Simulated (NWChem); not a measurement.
All runs are NWChem calculations. System: H$_{2}$GeO, charge 0, spin multiplicity 1, at a geometry optimised with PBE/def2-SVP. The structure started from a generated list of species. Level: CIS/def2-SVPD.

Job file:

```
start mol
memory heap 200 mb stack 900 mb global 1100 mb
geometry units angstroms nocenter noautoz
  Ge     0.247372     0.311968     0.000000
  H      1.479331    -0.771422     0.000000
  O     -1.081329    -0.921692     0.000000
  H     -0.744616    -1.838035     0.000000
  symmetry group Cs
end
basis spherical
  * library def2-svpd
end
dft
  xc hfexch
  semidirect memsize 60000000 filesize 0
  iterations 100
end
tddft
  cis
  nroots 6
  notriplet
  thresh 1e-4
end
task tddft energy
```

NWChem printed:

```
             Northwest Computational Chemistry Package (NWChem) 7.3.0
             --------------------------------------------------------

                                NWChem Input Module
                                -------------------

 Scaling coordinates for geometry "geometry" by  1.889725989
 (inverse scale =  0.529177249)

 Turning off AUTOSYM since
 SYMMETRY directive was detected!

                             Geometry "geometry" -> ""
                             -------------------------

 Output coordinates in angstroms (scale by  1.889725989 to convert to a.u.)

  No.       Tag          Charge          X              Y              Z
 ---- ---------------- ---------- -------------- -------------- --------------
    1 Ge                  32.0000     0.24737200     0.31196800     0.00000000
    2 H                    1.0000     1.47933100    -0.77142200     0.00000000
    3 O                    8.0000    -1.08132900    -0.92169200     0.00000000
    4 H                    1.0000    -0.74461600    -1.83803500     0.00000000

 Effective nuclear repulsion energy (a.u.)      98.3914526255

            Nuclear Dipole moment (a.u.)
            ----------------------------
        X                 Y               Z
 ---------------- ---------------- ----------------
    -0.0000245664    -0.0000321253     0.0000000000

      Symmetry information
      --------------------

 Group name             Cs
 Group number              2
 Group order               2
 No. of unique centers     4

      Symmetry unique atoms

     1    2    3    4


 Summary of "ao basis" -> "" (spherical)
 ------------------------------------------------------------------------------
       Tag                 Description            Shells   Functions and Types
 ---------------- ------------------------------  ------  ---------------------
 *                         def2-svpd                  on all atoms

  xc_inp: hfexch multiplicative factor not found.

                                 NWChem DFT Module
                                 -----------------

 Summary of "ao basis" -> "ao basis" (spherical)
 ------------------------------------------------------------------------------
       Tag                 Description            Shells   Functions and Types
 ---------------- ------------------------------  ------  ---------------------
 Ge                        def2-svpd                14       38   6s4p4d
 H                         def2-svpd                 4        8   2s2p
 O                         def2-svpd                 9       23   4s3p2d

 Summary of "ao basis" -> "ao basis" (spherical)
 ------------------------------------------------------------------------------
       Tag                 Description            Shells   Functions and Types
 ---------------- ------------------------------  ------  ---------------------
 Ge                        def2-svpd                14       38   6s4p4d
 H                         def2-svpd                 4        8   2s2p
 O                         def2-svpd                 9       23   4s3p2d

      Symmetry analysis of basis
      --------------------------

        a'         54
        a"         23

            General Information
            -------------------
          SCF calculation type: DFT
          Wavefunction type:  closed shell.
          No. of atoms     :     4
          No. of electrons :    42
           Alpha electrons :    21
            Beta electrons :    21
          Charge           :     0
[...]
     Occ.   21  a'  ---  Virt.   23  a'       0.60303
     Occ.   21  a'  ---  Virt.   24  a'      -0.72869
     Occ.   21  a'  ---  Virt.   25  a'       0.14767
     Occ.   21  a'  ---  Virt.   26  a'      -0.16606
     Occ.   21  a'  ---  Virt.   30  a'      -0.05704
     Occ.   21  a'  ---  Virt.   33  a'      -0.11020
     Occ.   21  a'  ---  Virt.   34  a'       0.06783
     Occ.   21  a'  ---  Virt.   35  a'       0.11135
  ----------------------------------------------------------------------------
  Root   3 singlet a'             0.256702269 a.u.                6.9852 eV
  ----------------------------------------------------------------------------
     Transition Moments    X -0.48630   Y  1.07972   Z  0.00000
     Transition Moments   XX -1.57751  XY  1.61037  XZ  0.00000
     Transition Moments   YY  2.54465  YZ  0.00000  ZZ  1.00821
     Dipole Oscillator Strength                    0.2399808993
     Electric Quadrupole                           0.0000006245
     Magnetic Dipole                               0.0000001182
     Total Oscillator Strength                     0.2399816420

          sigma_e =   2.9244 Angstrom
          sigma_h =   1.5952 Angstrom
         |d_h->e| =   0.6665 Angstrom
            d_exc =   3.3350 Angstrom
            d_CD1 =   1.9957 Angstrom
            d_CD2 =  -1.5934 Angstrom
            d_CD3 =   4.0015 Angstrom
     Pearson C.C. =   0.0449

     Occ.   21  a'  ---  Virt.   23  a'      -0.75245
     Occ.   21  a'  ---  Virt.   24  a'      -0.60319
     Occ.   21  a'  ---  Virt.   25  a'      -0.11469
     Occ.   21  a'  ---  Virt.   26  a'      -0.13813
     Occ.   21  a'  ---  Virt.   28  a'      -0.08091
     Occ.   21  a'  ---  Virt.   30  a'      -0.06598
     Occ.   21  a'  ---  Virt.   34  a'      -0.05436
     Occ.   21  a'  ---  Virt.   35  a'       0.06481
     Occ.   21  a'  ---  Virt.   40  a'      -0.07852
  ----------------------------------------------------------------------------
  Root   4 singlet a"             0.260873327 a.u.                7.0987 eV
  ----------------------------------------------------------------------------
     Transition Moments    X -0.00000   Y  0.00000   Z -0.59569
     Transition Moments   XX -0.00000  XY  0.00000  XZ -1.36210
     Transition Moments   YY  0.00000  YZ -0.78492  ZZ  0.00000
     Dipole Oscillator Strength                    0.0617143338
     Electric Quadrupole                           0.0000002336
     Magnetic Dipole                               0.0000029506
     Total Oscillator Strength                     0.0617175181

          sigma_e =   1.6938 Angstrom
          sigma_h =   1.5260 Angstrom
         |d_h->e| =   0.9200 Angstrom
            d_exc =   2.4209 Angstrom
            d_CD1 =   1.0878 Angstrom
            d_CD2 =  -0.6899 Angstrom
            d_CD3 =   3.3409 Angstrom
     Pearson C.C. =   0.0355

     Occ.   17  a'  ---  Virt.   22  a"      -0.06398
     Occ.   20  a'  ---  Virt.   22  a"      -0.97030
     Occ.   20  a'  ---  Virt.   31  a"      -0.16618
     Occ.   20  a'  ---  Virt.   43  a"       0.06285
     Occ.   21  a'  ---  Virt.   22  a"       0.05373
  ----------------------------------------------------------------------------
  Root   5 singlet a'             0.301243070 a.u.                8.1972 eV
  ----------------------------------------------------------------------------
     Transition Moments    X  0.24524   Y  0.12568   Z -0.00000
     Transition Moments   XX -0.70678  XY -1.31466  XZ -0.00000
     Transition Moments   YY -0.99311  YZ -0.00000  ZZ  1.69804
     Dipole Oscillator Strength                    0.0152505467
     Electric Quadrupole                           0.0000005696
     Magnetic Dipole                               0.0000003563
     Total Oscillator Strength                     0.0152514726

          sigma_e =   1.8006 Angstrom
          sigma_h =   1.1069 Angstrom
         |d_h->e| =   1.4342 Angstrom
            d_exc =   2.5317 Angstrom
            d_CD1 =   2.1280 Angstrom
            d_CD2 =  -0.0196 Angstrom
            d_CD3 =   3.9659 Angstrom
     Pearson C.C. =   0.0288

     Occ.   19  a"  ---  Virt.   22  a"      -0.90132
     Occ.   19  a"  ---  Virt.   31  a"      -0.15603
     Occ.   20  a'  ---  Virt.   23  a'       0.11233
     Occ.   20  a'  ---  Virt.   24  a'      -0.22726
     Occ.   20  a'  ---  Virt.   26  a'      -0.05537
     Occ.   20  a'  ---  Virt.   32  a'      -0.05908
     Occ.   20  a'  ---  Virt.   33  a'      -0.07431
     Occ.   20  a'  ---  Virt.   35  a'       0.10438
     Occ.   21  a'  ---  Virt.   24  a'      -0.07464
     Occ.   21  a'  ---  Virt.   26  a'       0.17876
     Occ.   21  a'  ---  Virt.   28  a'       0.05951
  ----------------------------------------------------------------------------
  Root   6 singlet a'             0.312904459 a.u.                8.5146 eV
  ----------------------------------------------------------------------------
     Transition Moments    X -0.90545   Y  1.00030   Z  0.00000
     Transition Moments   XX -2.10552  XY -0.16335  XZ  0.00000
     Transition Moments   YY  2.06484  YZ  0.00000  ZZ -1.49854
     Dipole Oscillator Strength                    0.3797510891
     Electric Quadrupole                           0.0000008325
     Magnetic Dipole                               0.0000011527
     Total Oscillator Strength                     0.3797530743

          sigma_e =   2.5842 Angstrom
          sigma_h =   1.5931 Angstrom
         |d_h->e| =   0.2558 Angstrom
            d_exc =   3.0081 Angstrom
            d_CD1 =   1.2469 Angstrom
            d_CD2 =  -1.8328 Angstrom
            d_CD3 =   3.2639 Angstrom
     Pearson C.C. =   0.0282

     Occ.   19  a"  ---  Virt.   22  a"      -0.14765
     Occ.   20  a'  ---  Virt.   25  a'       0.05607
     Occ.   21  a'  ---  Virt.   23  a'       0.11643
     Occ.   21  a'  ---  Virt.   24  a'       0.12831
     Occ.   21  a'  ---  Virt.   25  a'      -0.64209
     Occ.   21  a'  ---  Virt.   26  a'      -0.70607
     Occ.   21  a'  ---  Virt.   28  a'       0.07894
     Occ.   21  a'  ---  Virt.   35  a'       0.06619
     Occ.   21  a'  ---  Virt.   36  a'      -0.05709

              Target root =      1
          Target symmetry = none
      Ground state energy =  -2151.067196917437
        Excitation energy =      0.131725696438
     Excited state energy =  -2150.935471220999

  stored tddft:energy   -2150.9354712209993

 Task  times  cpu:       49.5s     wall:       49.5s

 Total times  cpu:       49.6s     wall:       49.6s
```
